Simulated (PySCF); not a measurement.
## How good is the calculation?

Geometry:
| atom | x (Å) | y (Å) | z (Å) |
| --- | --- | --- | --- |
| C1 | 2.246 | -0.089 | 0.576 |
| C2 | 1.391 | -0.291 | -0.677 |
| C3 | -0.058 | -0.075 | -0.354 |
| C4 | -0.636 | 1.186 | -0.441 |
| C5 | -1.968 | 1.340 | -0.096 |
| N6 | -2.733 | 0.345 | 0.320 |
| C7 | -2.185 | -0.855 | 0.411 |
| C8 | -0.863 | -1.118 | 0.090 |
| H9 | 3.297 | -0.247 | 0.346 |
| H10 | 2.121 | 0.920 | 0.961 |
| H11 | 1.951 | -0.792 | 1.353 |
| H12 | 1.707 | 0.415 | -1.448 |
| H13 | 1.539 | -1.304 | -1.056 |
| H14 | -0.055 | 2.033 | -0.777 |
| H15 | -2.452 | 2.306 | -0.155 |
| H16 | -2.843 | -1.642 | 0.757 |
| H17 | -0.467 | -2.118 | 0.181 |

Published estimates (parent shift plus substituent increments) and measurements: δ 13C C3 152.7; C5/C7 149.7; C4/C8 123.2; δ 1H H15/H16 8.47; H14/H17 7.11 ppm (estimated from measurements, as parent shift plus tabulated substituent increment; solution, not stated per compound (mostly CDCl3 or CCl4); Pretsch, Buehlmann, Badertscher, Structure Determination of Organic Compounds, 4th ed. (2009)).

Equivalent nuclei averaged, in vacuum, a single conformation, non-relativistic Hamiltonian. Geometry: GFN2-xTB; σ from GIAO-PBE0/pcSseg-1; PySCF 2.14.0 with density-fitted response routines.

(1) Set the calculated values beside the experiment.

(2) How far are the unscaled 13C shifts from the references?

(3) How far are the unscaled 1H shifts from the references?

Answers

(1) 
Reference values: estimated from measurements, as parent shift plus tabulated substituent increment (solution, not stated per compound (mostly CDCl3 or CCl4); Pretsch, Buehlmann, Badertscher, Structure Determination of Organic Compounds, 4th ed. (2009)).
```csv
atoms,quantity,reference,computed,"computed, scaled"
C3,δ 13C,152.7,159.8,153.5
C5/C7,δ 13C,149.7,156.1,150.0
C4/C8,δ 13C,123.2,127.9,122.4
H15/H16,δ 1H,8.47,8.90,8.49
H14/H17,δ 1H,7.11,7.23,6.91
```

Computed shifts are σ(ref) − σ with the named reference compound (TMS for H and C) calculated as an isolated molecule at the same level. The measured values may be among those fitted. Scaled to experiment by linear calibration (H and C: mostly CDCl3 data, vs TMS): 13C (scatter 2.1 ppm rms, 2.3 ppm with the 13 outliers that the fit left out); 1H (scatter 0.17 ppm rms, 0.18 ppm with the 4 outliers that the fit left out). Occasional misses reach two or three times the rms, and more in compound classes unlike the fitted ones.

(2) Mean signed difference +6.07 ppm, mean absolute 6.07 ppm over 3 comparisons; the largest is +7.1 ppm at C3 (substituted aromatic carbon).

(3) Mean signed difference +0.27 ppm, mean absolute 0.27 ppm over 2 comparisons; the largest is +0.43 ppm at H15/H16 (hydrogen on an aromatic CH next to a ring nitrogen).
